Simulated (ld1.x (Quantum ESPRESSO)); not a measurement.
oxygen: excitation energies, all-electron against TM

* Element: oxygen
* Generator: ld1.x (Quantum ESPRESSO) 7.5
* Type: norm-conserving Troullier–Martins (Kleinman–Bylander form)
* Functional: PBE
* Relativity: scalar-relativistic
* Frozen core: [He]
* Valence charge: 6
* Reference configuration: 2s2 2p4
* Partial waves: 2s (bound): rc 0.65 bohr; 2p (bound): rc 1.75 bohr
* Local potential: the p channel
* Core correction: none

Energies are relative to the spin-unpolarised reference configuration 2s2 2p4; without spin polarisation the order of configurations can differ from experiment. The frozen-core shift is the all-electron ΔE with the core orbitals held at their reference shape minus the fully relaxed ΔE.

```tsv
valence configuration	charge	ΔE all-electron (eV)	error AE − PS (meV)	frozen-core shift (meV)
2s2 2p3	+1	16.431	-0.2	+0.1
2s2 2p2	+2	50.017	+207	+1.2
2s0 2p6	0	29.937	+13	+1.6
2s2 2p4.3	-0.3	-2.123	-1.8	0.0
2s1 2p4	+1	31.659	-130	+0.6
```

**Question.** What are ΔE and the potential's error for 2s2 2p1?

**Answer.** ΔE = 103.886 eV all-electron; the error (AE − PS) is +1211 meV.

**Question.** What are ΔE and the potential's error for 2s1 2p5?

**Answer.** ΔE = 14.950 eV all-electron; the error (AE − PS) is +5.1 meV.
